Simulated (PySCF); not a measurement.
A run for PySCF: R-MP2/6-31G* on C2H9NSe (a complex), monomers drawn apart or pushed together.

```python
from pyscf import gto, scf, dft, mp
from pyscf.data.elements import chemcore

mol = gto.M(
    atom='''
    C    -0.79871167    0.06319504   -1.83228020
    Se   -0.60524658    0.35728083    0.09725114
    C     1.31832782    0.72986739    0.10269614
    H    -0.17823772   -0.77308409   -2.14771730
    H    -1.84516937   -0.16982911   -2.01792372
    H    -0.52507466    0.96420178   -2.37730074
    H     1.85964807   -0.11303527   -0.32245243
    H     1.58658715    0.85643504    1.14919283
    H     1.52512881    1.63788108   -0.45972760
    N     0.35436770    0.17300541    3.14504960
    H     0.74979568   -0.19734759    4.00162005
    H    -0.39126008    0.80908300    3.40410104
    H    -0.07453600   -0.59858671    2.64510417
    ''',
    basis='6-31g*',
    cart=True,
    charge=0, spin=0, verbose=3, max_memory=1800)
mf = scf.RHF(mol)
mf.conv_tol = 1e-8
mf.max_cycle = 100
mf.kernel()
if not mf.converged:
    mf = mf.newton().run(mf.mo_coeff, mf.mo_occ)
pt = mp.MP2(mf, frozen=chemcore(mol)).run()
```

It printed:

```
converged SCF energy = -2534.94492805631
E(RMP2) = -2535.64963664623  E_corr = -0.704708589914468
E(SCS-RMP2) = -2535.62932548946  E_corr = -0.684397433153799
```

The run converged.

Cost: very roughly 6 core-seconds.
